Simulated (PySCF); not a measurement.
Compound: C8H8N (doublet state).
Numbering: `[CH2:1][C:2]#[C:3][C:4](=[CH2:5])/[N:6]=[CH:7]\[CH:8]=[CH2:9]` (hydrogens: H10, H11 on C1; H12, H13 on C5; H14 on C7; H15 on C8; H16, H17 on C9)

Structure used (GFN2-xTB), in Å, numbered top down from 1:
```
atom  x, y, z in Å
C1    -3.3440    1.0043   -1.3372
C2    -2.3565    0.2475   -0.8513
C3    -1.4633   -0.4512   -0.3662
C4    -0.4238   -1.2452    0.1050
C5    -0.5349   -1.9653    1.2496
N6     0.6904   -1.3694   -0.7182
C7     1.6203   -0.5247   -0.8299
C8     1.7637    0.7262   -0.1023
C9     2.8103    1.5293   -0.2583
H10   -4.3063    1.0394   -0.8571
H11   -3.1987    1.5926   -2.2263
H12   -1.4369   -1.9334    1.8318
H13    0.2774   -2.5767    1.5981
H14    2.4076   -0.7712   -1.5377
H15    0.9675    0.9718    0.5893
H16    3.6068    1.2886   -0.9445
H17    2.9135    2.4497    0.2914
```

The hyperfine couplings belong to this conformer and change with its torsions.

Theory: UKS B3LYP, pcH-1 on C H N, non-relativistic, mean-field spin-orbit, GIAO in PySCF. The structure is a single GFN2-xTB conformer in the gas phase; no vibrational or solvent corrections. GFN2-xTB frequencies show an imaginary mode (24i cm⁻¹), so this geometry is no minimum at that level. The geometry wasn't refined by DFT: couplings that depend on bond lengths, twists or pyramidal angles can differ widely from those at the functional's own minimum. The frame is twisted about the C4–N6 bond at this geometry (dihedral C3–C4–N6–C7 = 80°); couplings at other torsion angles weren't computed. No stability test was run, so a lower SCF solution isn't excluded. ⟨S²⟩ is 0.792 where a pure state has 0.75.

Computed for the main isotopes (class means, splittings of 0.05 mT or more): g = 2.0028; H10 1H -43.2 MHz (1.54 mT); H11 1H -42.9 MHz (1.53 mT); H13 1H -26.4 MHz (0.94 mT); H12 1H -25.8 MHz (0.92 mT); N6 14N -3.6 MHz (0.13 mT); 48 first-order lines, 5.18 mT wide. Two of these splittings differ by less than 0.03 mT, so with lines wider than that fewer lines would be seen.

**Question.** What changes when 1H at H13 is replaced by 2H?

**Answer.** Only the nuclear moment changes in this model. The ratio of g factors is 0.85744/5.58569 = 0.1535, so a goes from -26.4 to -4.0 MHz (0.144 mT). The spin goes from 1/2 to 1, so the 1:1 doublet becomes a 1:1:1 triplet. The spectrum then has 72 first-order lines over 4.53 mT.

**Question.** What changes when 14N at N6 is replaced by 15N?

**Answer.** Only the nuclear moment changes in this model. The ratio of g factors is -0.56638/0.40376 = -1.4028, so a goes from -3.6 to +5.0 MHz (0.178 mT). The spin goes from 1 to 1/2, so the 1:1:1 triplet becomes a 1:1 doublet. The spectrum then has 32 first-order lines over 5.11 mT.

**Question.** Give position and intensity of the satellites from 13C at C2.

**Answer.** a = -56.3 MHz, or 2.01 mT in magnitude, and I = 1/2, so to first order each main line has two satellites, at ±1.00 mT. The isotope's abundance is about 1.07 %, shared among 2 lines, so each has 0.54 % of the main line's intensity.

**Question.** Give position and intensity of the satellites from 13C at C1.

**Answer.** a = +51.0 MHz, or 1.82 mT in magnitude, and I = 1/2, so to first order each main line has two satellites, at ±0.91 mT. The isotope's abundance is about 1.07 %, shared among 2 lines, so each has 0.54 % of the main line's intensity.

**Question.** Give position and intensity of the satellites from 13C at C3.

**Answer.** a = +45.5 MHz, or 1.62 mT in magnitude, and I = 1/2, so to first order each main line has two satellites, at ±0.81 mT. The isotope's abundance is about 1.07 %, shared among 2 lines, so each has 0.54 % of the main line's intensity.

H10 and H11 aren't averaged: C1 is flat or nearly so (angle sum 360°), and its turn about the short C1–C2 bond (1.34 Å) is taken as slow.

Hardware: one thread of an Arm Neoverse V2, no GPU, shared host with 96 logical CPUs at a one-minute load of 99. Cost: 1.7 min of wall time (grids of density and orbitals included), 0.98 GiB resident at most.
